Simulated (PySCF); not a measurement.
A GIAO shielding run with PySCF 2.14 (density fitting, non-relativistic, gas phase) on `InChI=1S/C6H7N2/c1-5(2)6-3-7-8-4-6/h3-4H,1H2,2H3/q-1`:

```
$ OMP_NUM_THREADS=1 python probes_run.py task.json out

{"job": {"kind": "nmr", "xc": "PBE0", "basis": "pcSseg-1"}, "charge": -1, "multiplicity": 1}
C     -1.014079     1.599536    -0.770499
C     -0.528461     0.354014    -0.680600
C     -1.046538    -0.717336    -1.607276
C      0.477576    -0.049205     0.259980
C      1.061040    -1.319676     0.439345
N      1.957468    -1.301148     1.413533
N      2.010090    -0.048447     1.914222
C      1.147060     0.701829     1.248017
H     -0.670470     2.391369    -0.126543
H     -1.773012     1.868053    -1.493113
H     -0.230899    -1.128292    -2.203636
H     -1.482008    -1.535868    -1.032896
H     -1.807440    -0.318748    -2.280188
H      0.865822    -2.236041    -0.100918
H      1.029439     1.747949     1.493005
```

Hardware: 1 thread of an Intel Xeon Platinum 8488C, shared host. The job also computes population analyses, field gradients, ring-centre shieldings.

(1) How large is the calculation?

(2) How long does it take, and how much memory does it need?

Answers

(1) 58 electrons, 171 basis functions and 872 auxiliary functions.

(2) 19 s of wall time, with 14 SCF cycles and 5 response iterations; peak memory 0.77 GiB. Times on a shared host scatter by some tens of per cent.
